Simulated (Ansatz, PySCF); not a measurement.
Gas-phase reaction R1 → P1, each structure at its B3LYP-D3(BJ)/def2-TZVP stationary point, reached from a drawn start; harmonic modes at that level show minima.
P1, HNSi (SMILES N#[SiH]) (charge 0, multiplicity 1, Z-matrix in Å and degrees):
```
Si
N 1 1.5600
H 1 1.4829 2 180.00
```
R1, HNSi (SMILES [NH+]#[Si-]) (charge 0, multiplicity 1, Z-matrix in Å and degrees):
```
N
H 1 1.0001
Si 1 1.5495 2 180.00
```

P less R. No zero-point or thermal terms.

Cores are frozen in the correlated methods.

The values were computed with Ansatz (Gaussian basis) for Hartree–Fock, density functionals and correlated methods; PySCF for the D3/D4 terms. No computed number here is a measurement.

Total energies in hartree:

```csv
structure,PBE/def2-TZVPP,B3LYP-D3(BJ)/def2-TZVPP,CCSD(T)/cc-pV(Q+d)Z
P1,-344.540128,-344.765211,-344.227415
R1,-344.645729,-344.881148,-344.335900
```

Question: Work out the reaction energy at each level in kcal/mol (1 hartree = 627.50947 kcal/mol), and say how far PBE/def2-TZVPP lies from CCSD(T)/cc-pV(Q+d)Z.

Answer: 
- PBE/def2-TZVPP: (-344.540128) − (-344.645729) = 0.105601 hartree = 66.27 kcal/mol
- B3LYP-D3(BJ)/def2-TZVPP: (-344.765211) − (-344.881148) = 0.115937 hartree = 72.75 kcal/mol
- CCSD(T)/cc-pV(Q+d)Z: (-344.227415) − (-344.335900) = 0.108485 hartree = 68.08 kcal/mol
PBE/def2-TZVPP less CCSD(T)/cc-pV(Q+d)Z: -1.81 kcal/mol. CCSD(T)/cc-pV(Q+d)Z is the level counted from, the highest shown, and no exact or measured value.

Ansatz is an electronic-structure program.
